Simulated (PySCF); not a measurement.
# Telling isomers of C6H10FNSi2 apart by NMR

- PBE0/pcSseg-1 with gauge-including orbitals
- geometry: GFN2-xTB
- code: PySCF
- no relativistic terms, no solvent, rapidly exchanging positions averaged, single conformer

Scale: $^{1}$H (σ = 31.72 ppm) and $^{13}$C (σ = 186.93 ppm) against TMS (reference shieldings calculated alike). Splittings of carbon signals by F and P are missing where no couplings were computed. Where no couplings were computed, multiplicities follow the n + 1 count of equivalent neighbours, and m marks all less simple cases (inequivalent or close neighbours, rings, F or P nearby). Shifts are as computed. Against solution values, carbons near 30 ppm lie about +3 ppm off and those near 130 ppm about +5 ppm. Of 1309 compounds with measured shifts, 239 miss one by over three times the rms of a fit or turn the order of signals round; such compounds aren't used in these exercises. OH and NH positions are gas-phase values without hydrogen bonding to other molecules.

(1) Tabulate the signals of `C=C/C(=C/[C@H]([SiH3])C#N)[SiH2]F`, `Fc1cccc([SiH2]N[SiH3])c1`, `Fc1cccc(N([SiH3])[SiH3])c1`, `C=C(C)[Si@@H]1C[C@H](C#N)[Si@@H]1F` and their relative energies.

(2) What is the quickest way to tell Fc1cccc([SiH2]N[SiH3])c1 from C=C(C)[Si@@H]1C[C@H](C#N)[Si@@H]1F?

(3) What is the quickest way to tell C=C/C(=C/[C@H]([SiH3])C#N)[SiH2]F from Fc1cccc(N([SiH3])[SiH3])c1?

(4) What is the quickest way to tell Fc1cccc([SiH2]N[SiH3])c1 from Fc1cccc(N([SiH3])[SiH3])c1?

Results:

(1) 
| SMILES | carbon types | δC | δH | E rel. (kcal/mol) |
| --- | --- | --- | --- | --- |
| C=C/C(=C/[C@H]([SiH3])C#N)[SiH2]F | 2×C 3×CH 1×CH2 | 156.0, 149.4, 137.9, 124.1, 120.2, 17.4 | 6.67 (m, 1H), 6.52 (m, 1H), 5.79 (m, 1H), 5.71 (m, 1H), 5.37 (m, 1H), 4.92 (m, 1H), 4.11 (d, 3H), 3.70 (m, 1H) | 32.9 |
| Fc1cccc([SiH2]N[SiH3])c1 | 2×C 4×CH | 172.3, 143.7, 135.3, 134.7, 127.7, 123.3 | 7.75 (m, 1H), 7.73 (m, 1H), 7.60 (m, 1H), 7.41 (m, 1H), 5.36 (s, 2H), 4.84 (s, 3H), -0.37 (br s, 1H) | 0.0 |
| Fc1cccc(N([SiH3])[SiH3])c1 | 2×C 4×CH | 173.4, 159.5, 135.4, 120.1, 112.7, 112.2 | 7.49 (m, 1H), 6.90 (m, 1H), 6.78 (d, 1H), 6.76 (m, 1H), 4.92 (s, 6H) | 11.4 |
| C=C(C)[Si@@H]1C[C@H](C#N)[Si@@H]1F | 2×C 1×CH 2×CH2 1×CH3 | 149.9, 137.8, 125.1, 28.2, 21.2, 15.8 | 6.19 (br s, 1H), 6.08 (m, 1H), 5.80 (br s, 1H), 5.28 (m, 1H), 2.73 (m, 1H), 2.48 (s, 3H), 1.81 (m, 1H), 1.61 (m, 1H) | 17.4 |

Energies are electronic energies at PBE0/pcSseg-1 on these geometries, without zero-point or thermal terms, each for the one conformer computed, which needn't be the lowest.

(2) Both give the same number of carbon signals, but DEPT or the intensities differ. The first has an aromatic CH at 135.3 ppm, the second a terminal =CH2 carbon at 137.8 ppm. Their most deshielded carbons lie at 172.3 and 149.9 ppm. In the proton spectra the most deshielded non-exchanging signals are 7.75 (m, 1H) and 6.19 (br s, 1H).

(3) Both give the same number of carbon signals, but DEPT or the intensities differ. The first has a terminal =CH2 carbon at 120.2 ppm, the second an aromatic CH at 112.2 ppm. Their most deshielded carbons lie at 156.0 and 173.4 ppm. In the proton spectra the most deshielded non-exchanging signals are 6.67 (m, 1H) and 7.49 (m, 1H).

(4) Both give the same number of carbon signals, with the same numbers of each carbon type, so the positions decide. The first has a substituted aromatic carbon (C) at 143.7 ppm, the second an aromatic carbon bearing nitrogen (C) at 159.5 ppm. Their most deshielded carbons lie at 172.3 and 173.4 ppm.
